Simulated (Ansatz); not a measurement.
A run for Ansatz (a program for electronic structure): R-MP2/aug-cc-pV(T+d)Z on CH4Si (SMILES C[SiH]), atoms moved off the minimum. Files ending in .json are basis or fitting sets from the Basis Set Exchange.

Ansatz 0.2 input:
```yaml
crystal:
  periodic: [false, false, false]
  atoms:
    - {symbol: Si, position_ang: [-0.41545546, -0.40227466, 0.58875491]}
    - {symbol: H, position_ang: [-1.37172201, -0.77308964, -0.59229783]}
    - {symbol: C, position_ang: [0.78109961, 0.53100994, -0.59397618]}
    - {symbol: H, position_ang: [1.73062543, 0.91195724, -0.10089147]}
    - {symbol: H, position_ang: [0.29907009, 1.31004362, -1.04974896]}
    - {symbol: H, position_ang: [1.11053678, -0.13449269, -1.45379948]}
basis:
  gaussian:
    orbitals: aug-cc-pV_T+d_Z.json
magnetization: {spin_polarized: false}
correlation: {method: mp2, electrons: outside_noble_gas}
scf: {lower_state_search: off}
output: {forces: true}
```

Question: What total energy does the run end on?

Answer: -329.3781 hartree.

Question: How many basis functions does it have, and what does it roughly cost on one machine?

Answer: 193 functions; around 7 core-seconds (rough).
